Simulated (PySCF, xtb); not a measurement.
In(H)2(OH) (H3InO), SMILES [OH][InH2].

Harmonic wavenumbers (cm⁻¹) from GFN2-xTB (xtb) at its own minimum, in rising order: 251, 307, 418, 441, 554, 612, 1547, 1668, 3642.

**Question.** What does PBE-D3(BJ)/def2-TZVP (PySCF) give at its own minimum? (Estimate from the structure and the level; the computed values follow.)

**Answer.** 362, 417, 516, 521, 574, 792, 1765, 1814, 3723. Paired by order, the mean absolute difference is 116 cm⁻¹ and the zero-point energies are 13.5 and 15.0 kcal/mol.
